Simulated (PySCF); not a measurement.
B3LYP has the VWN-RPA correlation part, as in Gaussian. Excitations are Tamm–Dancoff values on a coarser integration grid. The basis has no diffuse functions, so Rydberg states are missing or too high.

Cartesian coordinates (Å):
SMILES: Br[Si](Br)(Br)Br
```xyz
5

Br    -1.1944    -1.4525    -1.1589
Si     0.0000     0.0000     0.0000
Br    -1.0102     1.9643    -0.0174
Br     2.0047     0.1949    -0.9070
Br     0.1999    -0.7068     2.0832
```
Charge 0, spin multiplicity 1.

Task: Estimate the HOMO, brightest of the four lowest singlets (TDA), S1 excitation (TDA), HOMO–LUMO gap, LUMO, total energy and dipole moment that B3LYP-D3(BJ)/def2-TZVP (PySCF 2.14.0) returns for this input.

Result: 
| Quantity | Value |
|---|---|
| HOMO | -8.42 eV |
| brightest of the four lowest singlets (TDA) | 6.17 eV |
| S1 excitation (TDA) | 5.36 eV |
| HOMO–LUMO gap | 6.35 eV |
| LUMO | -2.07 eV |
| total energy | -10586.4642 Ha |
| dipole moment | 0.00 D |
